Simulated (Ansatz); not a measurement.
Basis sets compared for SbH2Me (CH5Sb). The state is a singlet with charge 0. Geometry PBE0-D4/def2-TZVP. Ansatz on 4 threads of Arm Neoverse V1 on a shared host; times are rough, and most runs start from earlier orbitals.

Cartesian coordinates in Å:
```
Sb 0.3190 1.3466 -0.1845
H -0.5773 1.1889 -1.6334
H -1.1098 1.6378 0.7109
C 0.3302 -0.7765 0.2234
H 1.0315 -1.2591 -0.4571
H -0.6617 -1.2035 0.0931
H 0.6680 -0.9342 1.2476
```

In the def2 sets Sb takes a core potential; there is no spin–orbit coupling.

Binding counts from free atoms (Sb quartet, H doublet, C triplet) in the same basis, without a counterpoise term.

| level | functions | energy (Eh) | HOMO (eV) | LUMO (eV) | binding per atom (eV) | wall time |
| --- | --- | --- | --- | --- | --- | --- |
| PBE-D4/def2-SVP | 65 | -281.2374 | -5.92 | -0.65 | 3.08 | 0.4 s |
| PBE-D4/def2-TZVP | 111 | -281.2955 | -6.03 | -0.95 | 3.09 | 0.55 s |
| r2SCAN-D4/def2-TZVP | 111 | -281.4276 | -6.27 | -0.63 | 3.05 | 1.2 s |
| PBE0-D4/def2-SVP | 65 | -281.2617 | -6.96 | 0.12 | 3.04 | 0.55 s |
| PBE0-D4/def2-TZVP | 111 | -281.3169 | -7.04 | -0.21 | 3.05 | 0.9 s |

(1) Estimate the rows for PBE-D4/def2-TZVPD, r2SCAN-D4/def2-TZVPD, PBE0-D4/def2-TZVPD.

Results:

(1) 
```
               level  functions  energy (Eh)  HOMO (eV)  LUMO (eV)  binding per atom (eV)  wall time
   PBE-D4/def2-TZVPD        138    -281.2958      -6.04      -1.10                   3.09     0.85 s
r2SCAN-D4/def2-TZVPD        138    -281.4279      -6.27      -0.73                   3.05      1.6 s
  PBE0-D4/def2-TZVPD        138    -281.3172      -7.04      -0.41                   3.05     0.95 s
```
